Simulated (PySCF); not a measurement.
# Dipole response of Te²⁺ (tellurium, charge +2)

[Kr] 4d10 5s2 5p2, high-spin 3P determinant. All numbers are calculated (PySCF 2.14, scalar relativity through the core potential, in def2-TZVPPD with the def2 core potential (28 electrons) (7s6p4d2f, 59 functions)). Coupled (time-dependent) response in atomic units; α is the mean over directions.

```tsv
method	mean α (bohr³)	α xx, yy, zz	C₆ (like pair)	S(−4)
UHF	15.53	15.60, 15.49, 15.49	104.8	58.15
PBE	14.88	14.54, 15.05, 15.05	99.25	52.02
PBE0	14.94	14.74, 15.04, 15.04	99.84	52.27
r2SCAN0	14.99	14.89, 15.04, 15.04	102.5	50.55
B3LYP	14.77	14.48, 14.92, 14.92	98.22	51.18
```

S(−4) is the Cauchy moment in α(ω) = α(0) + S(−4) ω² + …

Spin-orbit coupling is absent.

α(iu) at PBE:

| u (hartree) | α(iu) (bohr³) |
| --- | --- |
| 0 | 14.88 |
| 0.0500 | 14.75 |
| 0.100 | 14.38 |
| 0.200 | 13.08 |
| 0.300 | 11.42 |
| 0.500 | 8.291 |
| 0.750 | 5.650 |
| 1.00 | 4.096 |
| 1.50 | 2.525 |
| 2.00 | 1.778 |
| 3.00 | 1.068 |
| 5.00 | 0.5277 |

A single London oscillator, α(iu) = α/(1 + u²/ω²), gives C₆ = (3/4) ω α². Matching the computed C₆ needs ω = 4 × 99.25 / (3 × 14.88²) = 0.598 hartree.

For an ion, C₆ is the dispersion term alone; charge-induced terms of lower order in 1/R come first.

The components differ because the open shell of this determinant is not spherical; for a pure term their mean is the scalar polarisability.

Energies and moments cover only the electrons outside the core potential.
